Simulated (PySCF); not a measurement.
ScF2, SMILES [F][Sc][F] (connectivity only; charge and spin as stated), neutral, multiplicity 2.

The structure is a stationary point at PBE-D3(BJ)/def2-TZVP. The multiplicity is an assumed one; other spin states were not compared. The isomer is the one that the SMILES or the coordinates give; other isomers of the formula were not compared.

All values below come from TDA-PBE/def2-TZVPD run with PySCF.

Vertical excitations. 

Computed excitation energies, oscillator strengths and character:
| state | energy (eV) | λ (nm) | f | main pairs |
|---|---|---|---|---|
| root 1 | 0.67 | 1864 | 0.008 | α HOMO→LUMO 99 % |
| root 2 | 0.86 | 1450 | 0.016 | α HOMO→LUMO+1 98 % |
| root 3 | 1.59 | 779 | 0.000 | α HOMO→LUMO+2 100 % |
| root 4 | 2.16 | 573 | 0.029 | α HOMO→LUMO+3 100 % |
| root 5 | 3.17 | 391 | 0.123 | α HOMO→LUMO+4 96 % |
| root 6 | 3.23 | 383 | 0.314 | α HOMO→LUMO+5 99 % |
| root 7 | 4.12 | 301 | 0.037 | α HOMO→LUMO+6 97 % |
| root 8 | 4.17 | 297 | 0.077 | α HOMO→LUMO+7 100 % |
| root 9 | 5.23 | 237 | 0.003 | α HOMO→LUMO+8 98 % |
| root 10 | 5.49 | 226 | 0.003 | α HOMO→LUMO+9 97 % |
Unrestricted roots are not spin-pure.
